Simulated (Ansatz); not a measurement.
Relaxation of BFH$_{2}$Te (5 atoms, charge 0, multiplicity 1), to a largest force component of 0.02 eV/Å in at most 40 steps.

Computed with Ansatz, RKS BLYP-D4/def2-SVP.

```xyz
5
Properties=species:S:1:pos:R:3
F -1.208 -0.062 0.883
B -0.283 -0.628 0.129
Te 1.201 0.537 -0.816
H -0.332 -1.791 0.019
H 0.623 1.945 -0.215
```

Q: Where does it end, and by what steps?

A: It converged. After 5 steps the energy has fallen by 0.093 eV; H5 moved furthest, 0.07 Å.

| step | energy less start (eV) | largest force component (eV/Å) | accepted |
| --- | --- | --- | --- |
| 0 | 0.0000 | 1.123 | yes |
| 1 | -0.0852 | 0.294 | yes |
| 2 | -0.0903 | 0.142 | yes |
| 3 | -0.0877 | 0.420 | no |
| 4 | -0.0922 | 0.021 | yes |
| 5 | -0.0925 | 0.005 | yes |

```xyz
5
Properties=species:S:1:pos:R:3
F -1.251 -0.069 0.914
B -0.317 -0.637 0.154
Te 1.228 0.539 -0.836
H -0.313 -1.840 -0.001
H 0.654 2.007 -0.230
```

Whether the end is a true minimum wasn't checked by a vibrational analysis.

Run time: 6.5 s on 1 thread of AMD EPYC 7R13 Processor (Zen 3), with other jobs on the host, peak memory 0.13 GiB.
